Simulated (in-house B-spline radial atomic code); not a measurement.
# Ionising the antimony ion Sb⁶⁺ with different functionals

Computed with an all-electron radial atomic-structure program (B-spline basis): four-component Dirac-Coulomb Hamiltonian, Fermi nucleus of rms radius 4.6802 fm, spin-restricted, spherical fractional occupations for the functionals. The ionisation energy is the difference of two self-consistent energies, [Kr] 4d9 → [Kr] 4d8, without Breit or QED terms; ε is the level of the shell that loses the electron (mean over j). The electron is taken from both j subshells in proportion to 2j + 1, so the result is a j average, not the step between ground levels.

Hybrids are left out here: with spherical fractional occupations of an open shell their exact exchange keeps a self-interaction that integer-occupation calculations don't have.

| method | rung | ΔSCF (eV) | -ε(4d) (eV) |
| --- | --- | --- | --- |
| LDA VWN5 | LDA | 120.92 | 110.29 |
| relativistic LDA | LDA | 120.93 | 110.30 |
| LDA PW92 | LDA | 120.91 | 110.28 |
| LDA exchange-only | LDA | 118.93 | 108.32 |
| PBE | GGA | 120.75 | 110.11 |
| PBEsol | GGA | 120.70 | 110.06 |
| BLYP | GGA | 120.53 | 109.90 |
| RPBE | GGA | 120.70 | 110.06 |
| PW91 | GGA | 120.85 | 110.21 |
| BP86 | GGA | 120.80 | 110.16 |
| AM05 | GGA | 120.70 | 110.07 |
| OLYP | GGA | 121.24 | 110.57 |

Task: How do they compare with the NIST value?

Result: NIST lists 117 eV ± 2 (tabulated theory, ground level to ground level). Errors run from +1.93 to +4.24 eV. The correlated functionals all miss on the same side by more than they spread, so the cause is common to them (Breit-QED terms, spin polarisation, the choice among j levels, multiplet and fine-structure energies, or a listed next ion that isn't the cheapest removal here) and closeness doesn't rank the functionals.
